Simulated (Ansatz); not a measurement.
Computed with Ansatz on PBE0-D4/def2-TZVP structures; ΔE is electronic, products minus reactants. CBS: MP2 limit from def2 TZ/QZ plus the TZ coupled-cluster correction, frozen cores. DFT in def2-TZVPP. Elements past krypton have def2 core potentials. For Ge, Sn outer-core shells are correlated without core-valence functions, which leaves a few kJ/mol of doubt a bond. Scalar relativity is left out up to krypton. Each species was taken in one conformer, which may not be the lowest.

Reaction (redistribution): `C[S][Sn][OH]` + `C[O][Ge][SH]` → `C[O][Sn][OH]` + `C[S][Ge][SH]`

Problem. Is it downhill or uphill in electronic energy at CCSD(T)/CBS, and by how much? (An estimate is asked.)

Solution. Ansatz gave: Nearly level: ΔE = +0.9 kJ/mol.

Problem. What do these levels give: ωB97X-V, PBE, r2SCAN, MP2/def2-TZVPP, MP2/def2-QZVPP, CCSD/CBS(def2)? (Best estimate.)

Solution. Ansatz gave: ωB97X-V 4.3, PBE 2.4, r2SCAN 2.6, MP2/def2-TZVPP 2.5, MP2/def2-QZVPP 0.3, CCSD/CBS(def2) 1.0 kJ/mol.

Largest T1 diagnostic among the species: 0.017.
